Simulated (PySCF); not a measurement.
# Fe: ionisation energy

Fe [Ar] 3d6 4s2 [3d3/2^4 3d5/2^2, M_J = 4] → Fe⁺ [Ar] 3d6 4s1 [3d3/2^4 3d5/2^2 4s1/2^1, M_J = 9/2], as a difference of total energies. All numbers are calculated (PySCF 2.14, the two-component X2C-1e Hamiltonian, in x2c-SVPall-2c with one added diffuse shell each of s, d type (6s5p4d1f, 48 functions)). Correlated levels: [Ne] frozen; the 6 highest virtual spinors dropped. "Screened" scales the spin-orbit matrix elements by Boettger's factors to mimic the two-electron term; Breit and QED terms are absent.

```tsv
method	ionisation energy (eV)
GHF (spin-free)	6.432
GMP2 (spin-free)	7.307
GHF (screened spin-orbit)	6.431
GMP2 (screened spin-orbit)	7.305
```

Q: How much does correlation contribute at GMP2 (screened spin-orbit)?

A: 7.305 − (6.431) = 0.874 eV, measured against GHF (screened spin-orbit).

Errors of the correlated levels include the incompleteness of this basis and the frozen core.

The labels give the starting determinants; with spin-orbit coupling the two ends relaxed to ⟨J²⟩ = 20.02, ⟨L²⟩ = 6.01, ⟨S²⟩ = 6.01 and ⟨J²⟩ = 24.76, ⟨L²⟩ = 6.01, ⟨S²⟩ = 8.75.

MP2 underrates the near-degeneracy of ns² with np² in the lower species.

For comparison: 7.902 eV (measured; NIST Atomic Spectra Database, ionization energies).
